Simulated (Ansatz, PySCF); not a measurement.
Bond stretch in LiNa, singlet.

Methods: RKS-B3LYP/6-31G* = restricted B3LYP/6-31G*, spherical d (PySCF); RMP2/6-31G* = restricted MP2 (frozen core)/6-31G*, spherical d (PySCF); UKS-B3LYP/3-21G = unrestricted B3LYP/3-21G (PySCF); FCI = full CI/cc-pVDZ, frozen core run with Ansatz (a first-principles code).

Energies relative to the lowest point of each curve near equilibrium, in mEh; the last columns give the difference from FCI:

```json
[
 {"R / Å": "2.33", "RKS-B3LYP/6-31G*": "10.2", "RMP2/6-31G*": "12.8", "UKS-B3LYP/3-21G": "10.5", "FCI": "13.3", "RKS-B3LYP/6-31G* − FCI": "-3.2", "RMP2/6-31G* − FCI": "-0.6", "UKS-B3LYP/3-21G − FCI": "-2.8"},
 {"R / Å": "2.48", "RKS-B3LYP/6-31G*": "4.9", "RMP2/6-31G*": "7.1", "UKS-B3LYP/3-21G": "5.4", "FCI": "7.1", "RKS-B3LYP/6-31G* − FCI": "-2.2", "RMP2/6-31G* − FCI": "-0.1", "UKS-B3LYP/3-21G − FCI": "-1.7"},
 {"R / Å": "2.63", "RKS-B3LYP/6-31G*": "1.7", "RMP2/6-31G*": "3.2", "UKS-B3LYP/3-21G": "2.2", "FCI": "3.1", "RKS-B3LYP/6-31G* − FCI": "-1.4", "RMP2/6-31G* − FCI": "0.1", "UKS-B3LYP/3-21G − FCI": "-0.9"},
 {"R / Å": "2.75", "RKS-B3LYP/6-31G*": "0.4", "RMP2/6-31G*": "1.2", "UKS-B3LYP/3-21G": "0.7", "FCI": "1.2", "RKS-B3LYP/6-31G* − FCI": "-0.8", "RMP2/6-31G* − FCI": "0.0", "UKS-B3LYP/3-21G − FCI": "-0.5"},
 {"R / Å": "2.83", "RKS-B3LYP/6-31G*": "0.0", "RMP2/6-31G*": "0.5", "UKS-B3LYP/3-21G": "0.2", "FCI": "0.5", "RKS-B3LYP/6-31G* − FCI": "-0.4", "RMP2/6-31G* − FCI": "0.0", "UKS-B3LYP/3-21G − FCI": "-0.3"},
 {"R / Å": "2.93", "RKS-B3LYP/6-31G*": "0.0", "RMP2/6-31G*": "0.0", "UKS-B3LYP/3-21G": "0.0", "FCI": "0.0", "RKS-B3LYP/6-31G* − FCI": "0.0", "RMP2/6-31G* − FCI": "0.0", "UKS-B3LYP/3-21G − FCI": "0.0"},
 {"R / Å": "2.99", "RKS-B3LYP/6-31G*": "0.2", "RMP2/6-31G*": "0.0", "UKS-B3LYP/3-21G": "0.1", "FCI": "0.0", "RKS-B3LYP/6-31G* − FCI": "0.2", "RMP2/6-31G* − FCI": "0.0", "UKS-B3LYP/3-21G − FCI": "0.1"},
 {"R / Å": "3.07", "RKS-B3LYP/6-31G*": "0.7", "RMP2/6-31G*": "0.2", "UKS-B3LYP/3-21G": "0.5", "FCI": "0.2", "RKS-B3LYP/6-31G* − FCI": "0.5", "RMP2/6-31G* − FCI": "0.0", "UKS-B3LYP/3-21G − FCI": "0.3"},
 {"R / Å": "3.26", "RKS-B3LYP/6-31G*": "2.5", "RMP2/6-31G*": "1.7", "UKS-B3LYP/3-21G": "2.2", "FCI": "1.5", "RKS-B3LYP/6-31G* − FCI": "1.0", "RMP2/6-31G* − FCI": "0.2", "UKS-B3LYP/3-21G − FCI": "0.8"},
 {"R / Å": "3.40", "RKS-B3LYP/6-31G*": "4.4", "RMP2/6-31G*": "3.4", "UKS-B3LYP/3-21G": "4.1", "FCI": "3.0", "RKS-B3LYP/6-31G* − FCI": "1.4", "RMP2/6-31G* − FCI": "0.4", "UKS-B3LYP/3-21G − FCI": "1.1"},
 {"R / Å": "3.65", "RKS-B3LYP/6-31G*": "8.4", "RMP2/6-31G*": "7.3", "UKS-B3LYP/3-21G": "8.1", "FCI": "6.4", "RKS-B3LYP/6-31G* − FCI": "1.9", "RMP2/6-31G* − FCI": "0.9", "UKS-B3LYP/3-21G − FCI": "1.7"},
 {"R / Å": "3.91", "RKS-B3LYP/6-31G*": "12.8", "RMP2/6-31G*": "12.0", "UKS-B3LYP/3-21G": "12.8", "FCI": "10.4", "RKS-B3LYP/6-31G* − FCI": "2.5", "RMP2/6-31G* − FCI": "1.6", "UKS-B3LYP/3-21G − FCI": "2.4"},
 {"R / Å": "4.36", "RKS-B3LYP/6-31G*": "20.6", "RMP2/6-31G*": "20.4", "UKS-B3LYP/3-21G": "20.1", "FCI": "16.9", "RKS-B3LYP/6-31G* − FCI": "3.7", "RMP2/6-31G* − FCI": "3.5", "UKS-B3LYP/3-21G − FCI": "3.2"},
 {"R / Å": "4.85", "RKS-B3LYP/6-31G*": "28.2", "RMP2/6-31G*": "28.7", "UKS-B3LYP/3-21G": "25.2", "FCI": "22.3", "RKS-B3LYP/6-31G* − FCI": "5.8", "RMP2/6-31G* − FCI": "6.4", "UKS-B3LYP/3-21G − FCI": "2.8"},
 {"R / Å": "5.34", "RKS-B3LYP/6-31G*": "34.4", "RMP2/6-31G*": "35.6", "UKS-B3LYP/3-21G": "28.0", "FCI": "25.8", "RKS-B3LYP/6-31G* − FCI": "8.6", "RMP2/6-31G* − FCI": "9.8", "UKS-B3LYP/3-21G − FCI": "2.2"},
 {"R / Å": "5.82", "RKS-B3LYP/6-31G*": "39.3", "RMP2/6-31G*": "40.6", "UKS-B3LYP/3-21G": "29.5", "FCI": "27.7", "RKS-B3LYP/6-31G* − FCI": "11.6", "RMP2/6-31G* − FCI": "12.9", "UKS-B3LYP/3-21G − FCI": "1.8"},
 {"R / Å": "6.39", "RKS-B3LYP/6-31G*": "43.8", "RMP2/6-31G*": "44.6", "UKS-B3LYP/3-21G": "30.4", "FCI": "28.8", "RKS-B3LYP/6-31G* − FCI": "14.9", "RMP2/6-31G* − FCI": "15.8", "UKS-B3LYP/3-21G − FCI": "1.6"},
 {"R / Å": "7.18", "RKS-B3LYP/6-31G*": "48.0", "RMP2/6-31G*": "46.9", "UKS-B3LYP/3-21G": "31.0", "FCI": "29.5", "RKS-B3LYP/6-31G* − FCI": "18.5", "RMP2/6-31G* − FCI": "17.5", "UKS-B3LYP/3-21G − FCI": "1.5"},
 {"R / Å": "7.83", "RKS-B3LYP/6-31G*": "50.2", "RMP2/6-31G*": "46.3", "UKS-B3LYP/3-21G": "31.2", "FCI": "29.7", "RKS-B3LYP/6-31G* − FCI": "20.6", "RMP2/6-31G* − FCI": "16.7", "UKS-B3LYP/3-21G − FCI": "1.6"},
 {"R / Å": "8.89", "RKS-B3LYP/6-31G*": "52.5", "RMP2/6-31G*": "41.7", "UKS-B3LYP/3-21G": "31.5", "FCI": "29.8", "RKS-B3LYP/6-31G* − FCI": "22.7", "RMP2/6-31G* − FCI": "11.9", "UKS-B3LYP/3-21G − FCI": "1.7"}
]
```

RKS-B3LYP/6-31G* is furthest from FCI at 8.89 (22.7 mEh, above); its mean absolute difference over the points is 6.1 mEh.

RMP2/6-31G* is furthest from FCI at 7.18 (17.5 mEh, above); its mean absolute difference over the points is 4.9 mEh.

UKS-B3LYP/3-21G is furthest from FCI at 4.36 (3.2 mEh, above); its mean absolute difference over the points is 1.5 mEh.

The restricted form behind RKS-B3LYP/6-31G*, RMP2/6-31G* keeps the bonding electrons paired and can't separate into open-shell fragments. The unrestricted determinant behind UKS-B3LYP/3-21G is spin-contaminated at 4.36 to 8.89 Å (<S²> up to 1.0, against 0.00 for a pure singlet).
